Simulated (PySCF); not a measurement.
# The Ga–F bond energy of GaF₃

All numbers come from PBE0 in PySCF with Ga def2-TZVP, F def2-TZVP; no relativity; density-fitted integrals.

Each entry is the lowest minimum that a search over a few typed start shapes (and spin states, where more than one is plausible) found, or that minimum re-optimised at the stated level; isomers with ligand–ligand bonds, or fragments after loss of a ligand pair, can lie lower.

Total energies (Eh), which compare only within these settings: F atom -99.67618.

| species | 2S+1 | group | E (Eh) | ZPE (kJ/mol) |
| --- | --- | --- | --- | --- |
| GaF₂ | 2 | C2v | -2124.23652 | 9.0 |
| GaF₃ | 1 | D3h | -2224.10133 | 16.4 |

(1) What are De and D0 for GaF₃ → GaF₂ + F?

## Answers

(1) De = [(-2124.23652) + (-99.67618) − (-2224.10133)] × 2625.5 = 495 kJ/mol. The zero-point energy changes by -7.4 kJ/mol, so D0 = 488 kJ/mol.

Atoms and open shells are unrestricted, without spin–orbit or basis-set superposition corrections.
